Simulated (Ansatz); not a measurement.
CH$_{6}$FNSi$_{2}$ at its PBE0-D4/def2-TZVP geometry, where that method's forces vanish. The species carries charge 0 and has multiplicity 1. The bonds changed during the relaxation, so this is another structure than the one it started from.

```xyz
11

N    -0.1472    1.5094    0.8640
Si   -0.2611   -0.1869    0.7436
C     0.9550   -0.9663   -0.3849
Si   -0.4420   -1.1341   -1.7167
F    -0.4253    0.4382   -2.1945
H     0.0725    2.0246    0.0244
H    -0.8107    2.0132    1.4312
H    -0.5263   -0.7938    2.0671
H     1.3186   -1.9361   -0.0434
H     1.7864   -0.3282   -0.6863
H    -1.5198   -0.6401   -0.1045
```

(1) What forces (eV/Å) does B3LYP-D4/def2-TZVPP give on these atoms in Ansatz 0.2.0? (Estimate.)

## Answers

(1) Computed: 
```
N1  -0.010  0.065 -0.015
Si2 -0.138 -0.133  0.223
C3   0.107 -0.026  0.048
Si4 -0.029 -0.276 -0.231
F5  -0.006  0.199 -0.081
H6  -0.001  0.034  0.020
H7   0.011  0.032 -0.003
H8   0.025  0.045 -0.080
H9  -0.001  0.063 -0.023
H10 -0.038 -0.054  0.021
H11  0.079  0.049  0.121
```

B3LYP here is the variant with VWN-RPA as its local correlation; programs differ in this.
